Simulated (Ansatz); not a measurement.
Cartesian coordinates (Å):
```xyz
8

O      1.8362     0.0570     0.4845
C      1.1188     0.0641    -0.4899
Si    -0.7794    -0.0249    -0.1918
O     -0.9227    -0.0907     1.4364
H      1.5786     0.1208    -1.5027
H     -1.3326    -1.2349    -0.8530
H     -1.4320     1.1810    -0.7640
H     -0.0667    -0.0724     1.8805
```
Charge +1, spin multiplicity 2.

The numbers are results of Ansatz (a quantum-chemistry and plane-wave program) with frozen-core CCSD(T)/def2-TZVPP // PBE0-D4/def2-TZVP, not measurements. The geometry is that of the parent before the electron was removed.

```
Property                       Result
----------------------  -------------
HF energy               -478.64924 Ha
MP2 correlation energy    -0.69024 Ha
```

Task: Estimate the CCSD correlation energy, the (T) correction, the total energy and the T1 diagnostic.

Result: 
```json
{
  "CCSD correlation energy": "-0.73513 Ha",
  "(T) correction": "-0.02956 Ha",
  "CCSD(T) total energy": "-479.41392 Ha",
  "T1 diagnostic": "0.038"
}
```
